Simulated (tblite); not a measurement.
C₆H₁₆AlP.
Bonds: C1–P2, P2–Al3, P2–C4, C4–C5, C5–C6, C6–C7, C7–C8, P2–C8. Hydrogens: H9, H10, H11 on C1; H12, H13, H14 on Al3; H15, H16 on C4; H17, H18 on C5; H19, H20 on C6; H21, H22 on C7; H23, H24 on C8.

Computed with GFN2-xTB (tblite), gas phase: L-BFGS steps from a force-field or distance-geometry start until the largest atomic force falls under 0.01 eV/Å.

Geometry at step 5:
```
atom  x, y, z in Å
C1     -1.8881    1.7996   -0.4939
P2     -0.8498    0.3111   -0.1833
Al3    -2.1413   -1.8045   -0.2731
C4      0.0105    0.5980    1.4245
C5      1.1674   -0.3916    1.5504
C6      2.1952   -0.2271    0.4366
C7      1.6446   -0.5735   -0.9425
C8      0.5471    0.3923   -1.3900
H9     -1.3539    2.7511   -0.4625
H10    -2.6902    1.8020    0.2483
H11    -2.3647    1.6763   -1.4694
H12    -1.3661   -2.4765   -1.4407
H13    -1.8672   -2.2771    1.1816
H14    -3.5297   -1.1780   -0.5901
H15    -0.7344    0.3942    2.2031
H16     0.3654    1.6268    1.5494
H17     1.6549   -0.2437    2.5169
H18     0.7825   -1.4139    1.5360
H19     3.0542   -0.8665    0.6483
H20     2.5521    0.8033    0.4297
H21     2.4569   -0.5494   -1.6741
H22     1.2534   -1.5943   -0.9275
H23     0.1390    0.0578   -2.3514
H24     0.9506    1.4035   -1.5188
```

Question: What forces act on the atoms?

Answer: 
```tsv
atom	Fx (eV/Å)	Fy (eV/Å)	Fz (eV/Å)
C1	-0.014	-0.007	0.015
P2	-0.014	-0.091	-0.052
Al3	0.110	0.124	0.000
C4	-0.096	0.041	-0.055
C5	-0.021	-0.014	0.013
C6	0.096	0.062	0.004
C7	-0.022	-0.019	-0.022
C8	-0.074	0.027	0.031
H9	0.071	-0.158	0.026
H10	0.126	0.009	0.019
H11	0.132	-0.004	0.028
H12	0.099	-0.120	-0.155
H13	0.027	-0.094	0.202
H14	-0.183	0.069	-0.035
H15	0.054	0.050	-0.015
H16	-0.047	-0.019	-0.156
H17	0.032	0.020	0.026
H18	-0.113	-0.023	-0.080
H19	-0.007	-0.046	-0.001
H20	0.039	0.119	-0.002
H21	0.016	0.018	0.009
H22	-0.122	0.010	0.035
H23	0.027	0.071	0.039
H24	-0.116	-0.025	0.129
```

The largest, 0.22 eV/Å, acts on H13 (H12 within 3 % of it); the rms over all components is 0.075 eV/Å. The forces sum to zero within rounding, as they must for an isolated molecule in no field.

Question: Give the force on H13 in Eh/bohr and in nN.

Answer: 0.224 eV/Å ÷ 51.422 = 0.00436 Eh/bohr, and 0.224 eV/Å × 1.602 = 0.36 nN.

Question: How far is this geometry from the end of the optimisation?

Answer: 0.085 eV above it, and 0.145 Å rms away after alignment. The bonds farthest from their final lengths, with half the difference of the two atoms' forces along the bond (positive lengthens):

```csv
bond,now (Å),final (Å),force along bond (eV/Å)
Al3–H13,1.554,1.574,+0.12
Al3–H12,1.554,1.574,+0.11
Al3–H14,1.556,1.572,+0.12
P2–C8,1.848,1.838,-0.05
P2–C4,1.846,1.838,-0.01
P2–Al3,2.480,2.487,-0.12
```

The angle farthest from its final value is C1–P2–Al3, 112.9° against 121.1°.

Of the 4 listed bonds off by 0.010 Å or more, this force points towards the final length in 4.

What follows is the cost of the whole relaxation. Hardware: an AMD EPYC 7B13 with one thread, on a shared host. Cost: 0.81 s wall.
